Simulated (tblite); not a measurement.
Parent: `[N:1]#[C:2][C@:3]1([F:4])[CH2:5][CH2:6][CH2:7][SiH2:8]1` with C2–C3–C5–C6 -160°, C3–C5–C6–C7 51°, C5–C6–C7–Si8 -40°, C6–C7–Si8–C3 16°, C5H8FNSi.

Computed geometry: GFN2-xTB, gas phase. One conformer each, not checked by frequencies here.

| coordinate of the parent | value |
| --- | --- |
| N1≡C2 | 1.145 Å |
| C2–C3 | 1.433 Å |
| C3–F4 | 1.401 Å |
| C3–C5 | 1.531 Å |
| C5–C6 | 1.526 Å |
| C6–C7 | 1.533 Å |
| C7–Si8 | 1.906 Å |
| C3–Si8 | 1.951 Å |
| N1–C2–C3 | 176.6° |
| C2–C3–F4 | 109.3° |
| C2–C3–C5 | 112.2° |
| C2–C3–Si8 | 113.6° |
| F4–C3–C5 | 109.0° |
| F4–C3–Si8 | 107.5° |
| C5–C3–Si8 | 105.1° |
| C3–C5–C6 | 108.0° |
| C5–C6–C7 | 108.3° |
| C6–C7–Si8 | 105.3° |
| C3–Si8–C7 | 92.1° |

Problem. How does the shared frame change in `[N:1]#[C:2][C@@:3]1([SiH2:4][F:5])[CH2:6][CH2:7][CH2:8][SiH2:9]1` with C2–C3–Si4–F5 -176°, C2–C3–C6–C7 77°, C3–C6–C7–C8 52°, C6–C7–C8–Si9 -38°, C7–C8–Si9–C3 14°, C5H10FNSi2? Atoms pair as N1 = N1, C2 = C2, C3 = C3, C5 = C6, C6 = C7, C7 = C8, Si8 = Si9 (parent first).

Solution. 
```tsv
parent	relative	value in the relative	change
N1≡C2	N1≡C2	1.147 Å	+0.002
C2–C3	C2–C3	1.425 Å	-0.008
C3–C5	C3–C6	1.544 Å	+0.013
C5–C6	C6–C7	1.525 Å	-0.001
C6–C7	C7–C8	1.532 Å	-0.001
C7–Si8	C8–Si9	1.904 Å	-0.002
C3–Si8	C3–Si9	1.939 Å	-0.012
N1–C2–C3	N1–C2–C3	179.8°	+3.2
C2–C3–C5	C2–C3–C6	109.2°	-3.0
C2–C3–Si8	C2–C3–Si9	107.9°	-5.7
C5–C3–Si8	C6–C3–Si9	103.5°	-1.6
C3–C5–C6	C3–C6–C7	108.3°	+0.3
C5–C6–C7	C6–C7–C8	108.1°	-0.2
C6–C7–Si8	C7–C8–Si9	104.9°	-0.4
C3–Si8–C7	C3–Si9–C8	93.4°	+1.3
```

Of the parent's bonds, C3–C5 and C3–Si8 change most and about equally (-0.012 to +0.013 Å). Bonds of the relative outside the shared frame: C3–Si4 1.905, Si4–F5 1.614 Å. Point group C1 → C1.
